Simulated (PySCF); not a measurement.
Input for PySCF: U-M06-2X/def2-TZVPP on N (SMILES [N]).

```python
from pyscf import gto, dft

mol = gto.M(
    atom='''
    N     0.00000000    0.00000000    0.00000000
    ''',
    basis='def2-tzvpp',
    charge=0, spin=3, verbose=4, max_memory=1800)
mf = dft.UKS(mol, xc='m062x').density_fit(auxbasis='def2-universal-jkfit')
mf.grids.level = 4
mf.conv_tol = 1e-9
mf.max_cycle = 150
mf.kernel()
mf.dip_moment()
```

### Question
What total energy does the run end on?

### Answer
-54.5871 hartree.
